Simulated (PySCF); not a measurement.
# TDDFT excited states: C3H9NSi2

C3H9NSi2.
Numbering: `[H]/[N:1]=[CH:2]\[CH:3]=[CH:4]\[SiH2:5][SiH3:6]` (hydrogens: H7 on N1; H8 on C2; H9 on C3; H10 on C4; H11, H12 on Si5; H13, H14, H15 on Si6)

Method: TDDFT CAM-B3LYP/def2-SVPD, vertical, gas phase, core orbitals frozen in the response (PySCF). Geometry: GFN2-xTB, one conformer, isolated molecule. Torsions of this conformer, `[H]/[N:1]=[CH:2]\[CH:3]=[CH:4]\[SiH2:5][SiH3:6]`: N1–C2–C3–C4 178°, C3–C4–Si5–Si6 -104°.

Task: Predict the UV-vis stick spectrum at this level.

Result: 

| state | λ (nm) | E (eV) | f | main configurations (H = HOMO, L = LUMO) |
| --- | --- | --- | --- | --- |
| S1 | 274.5 | 4.52 | 0.0057 | H-1→L (83%) |
| S2 | 213.1 | 5.82 | 0.826 | H→L (89%) |
| S3 | 190.1 | 6.52 | 0.021 | H-3→L (36%), H-2→L (31%), H-5→L (10%) |
| S4 | 178.6 | 6.94 | 0.019 | H→L+1 (77%) |
| S5 | 172.9 | 7.17 | 0.044 | H→L+3 (46%), H→L+2 (30%) |
| S6 | 170.3 | 7.28 | 0.029 | H-2→L (55%), H-3→L (28%) |
| S7 | 166.0 | 7.47 | 0.0046 | H-1→L+6 (22%), H-1→L+9 (15%), H-1→L+1 (9%) |
| S8 | 164.7 | 7.53 | 0.025 | H-1→L+5 (26%), H-1→L+7 (26%) |

Triplets (Tamm–Dancoff): T1 3.42 eV, H→L (78%); T2 3.80 eV, H-1→L (79%); T3 5.40 eV, H-7→L (38%), H→L+9 (10%), H-6→L (9%).

The lowest singlet lies at 4.52 eV (275 nm, ultraviolet) and is weak; its leading configuration is HOMO-1→LUMO (83%). The strongest level in the table is S2 at 5.82 eV (213 nm, f = 0.826). Löwdin shares by element: HOMO carbon 42% or more, nitrogen 19%, silicon 9% or more (atoms not listed hold the other 29%); LUMO carbon 58%, nitrogen 20% (atoms not listed hold the other 22%). The oscillator strengths of these states sum to 0.974; summed over the whole spectrum of an exact calculation they would give the number of electrons, 62 (Thomas–Reiche–Kuhn). The listed states span 3.01 eV, and the widest gap between neighbours is 1.30 eV (S1 to S2). Of the 8 states listed, 6 reach f = 0.01 and none stays under 0.0005. No computed singlet lies in the visible range (380 to 750 nm); the lowest, at 275 nm, stands 1.25 eV above its violet end (3.26 eV). The window holds the lowest 8 singlets.
